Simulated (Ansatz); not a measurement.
## Ansatz (development build ahead of 0.2.0) run

```yaml
crystal:
  periodic: [false, false, false]
  atoms:
    - { symbol: H, position_ang: [0.0, 0.0, -2.73125] }
    - { symbol: H, position_ang: [0.0, 0.0, -1.63875] }
    - { symbol: H, position_ang: [0.0, 0.0, -0.54625] }
    - { symbol: H, position_ang: [0.0, 0.0, 0.54625] }
    - { symbol: H, position_ang: [0.0, 0.0, 1.63875] }
    - { symbol: H, position_ang: [0.0, 0.0, 2.73125] }
basis:
  gaussian: { orbitals: "6-31G" }
hamiltonian:
  xc: hf
correlation:
  method: mp2
  frozen_orbitals: { H: 0 }
output:
  forces: true
```

The input is written out in the form of the current development build from the run's settings.

The run gave:

```yaml
Converged: yes
Reference_energy: -3.19813 hartree
Correlation_energy: -0.07021 hartree
Total_energy: -3.26835 hartree
```

Forces (eV/Å):
```tsv
atom	Fx	Fy	Fz
H1	0.000	0.000	4.039
H2	0.000	0.000	-5.105
H3	0.000	0.000	4.590
H4	0.000	0.000	-4.590
H5	0.000	0.000	5.105
H6	0.000	0.000	-4.039
```

Caution: bonds are stretched, where a single reference can fail; stretched shape with no unrestricted run beside it, a lower state can exist.
